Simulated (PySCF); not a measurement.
## Structure and vertical S1–T1 gap

Level of theory: TDA PBE0/def2-SVP excited states, vertical, gas phase (PySCF). Geometry: GFN2-xTB.

Each molecule in one low-energy conformer.

(1) How does the vertical S1–T1 gap change along this series?
- [SiH3]c1cccc2ccc3ccccc3c12 (H replaced by SiH3)
- CB(C)c1ccc2ccc3ccccc3c2c1 (H replaced by B(CH3)2)
- Fc1ccc2ccc3ccccc3c2c1 (H replaced by F)
- FC(F)(F)c1ccc2c(ccc3ccccc32)c1 (H replaced by CF3)
- c1ccc2c(c1)cnc1ccccc12 (CH replaced by N)

Answers

(1) 
| molecule | S1 (eV) | S1 from | f(S1) | T1 (eV) | T1 from | S1 − T1 (eV) | S0–T1 spin-orbit coupling (cm⁻¹) | S1–T1 spin-orbit coupling (cm⁻¹) |
| --- | --- | --- | --- | --- | --- | --- | --- | --- |
| [SiH3]c1cccc2ccc3ccccc3c12 | 4.07 | HOMO→LUMO+1 / HOMO−1→LUMO | 0.005 | 3.01 | HOMO→LUMO | 1.06 | 0.13 | 0.47 |
| CB(C)c1ccc2ccc3ccccc3c2c1 | 3.97 | HOMO−1→LUMO | 0.012 | 2.90 | HOMO→LUMO | 1.07 | 0.08 | 0.20 |
| Fc1ccc2ccc3ccccc3c2c1 | 4.12 | HOMO→LUMO | 0.012 | 3.08 | HOMO→LUMO+1 / HOMO→LUMO | 1.04 | 0.02 | 0.04 |
| FC(F)(F)c1ccc2c(ccc3ccccc32)c1 | 4.10 | HOMO→LUMO | 0.008 | 3.08 | HOMO→LUMO+1 | 1.02 | 0.35 | 0.49 |
| c1ccc2c(c1)cnc1ccccc12 | 4.22 | HOMO−1→LUMO / HOMO→LUMO+1 | 0.005 | 3.18 | HOMO→LUMO | 1.04 | 0.01 | 0.05 |

The vertical S1–T1 gap is lowest for FC(F)(F)c1ccc2c(ccc3ccccc32)c1 and highest for CB(C)c1ccc2ccc3ccccc3c2c1.
